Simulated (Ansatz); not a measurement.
Mulliken charges of `[OH][Al]([SH])[SH]` from ωB97M-V/def2-TZVPP in Ansatz (PBE0-D4/def2-TZVP geometry).

| atom | x (Å) | y (Å) | z (Å) | charge (e) |
| --- | --- | --- | --- | --- |
| O1 | -1.702 | 0.339 | 0.164 | -0.379 |
| Al2 | -0.051 | 0.071 | -0.060 | 0.496 |
| S3 | 0.924 | -1.382 | 1.228 | -0.269 |
| S4 | 1.071 | 1.141 | -1.588 | -0.268 |
| H5 | -2.231 | 0.951 | -0.343 | 0.164 |
| H6 | -0.230 | -1.640 | 1.870 | 0.133 |
| H7 | 2.220 | 0.519 | -1.271 | 0.123 |

Q: By hand: the dipole of these point charges (1 e Å = 4.8032 D).

A: Σ q r = (-0.039, -0.026, 0.039) e Å, of length 0.061 e Å = 0.29 D.

Q: How does the dipole of the full density compare? (Estimate.)

A: The calculation gave: (-0.157, 0.097, -0.058) e Å, 0.93 D; the point charges give 0.31 times that, at 83° from its direction.

Point charges leave out the atoms' own dipoles, such as those of lone pairs, and Mulliken's split depends on the basis, so the two needn't agree.
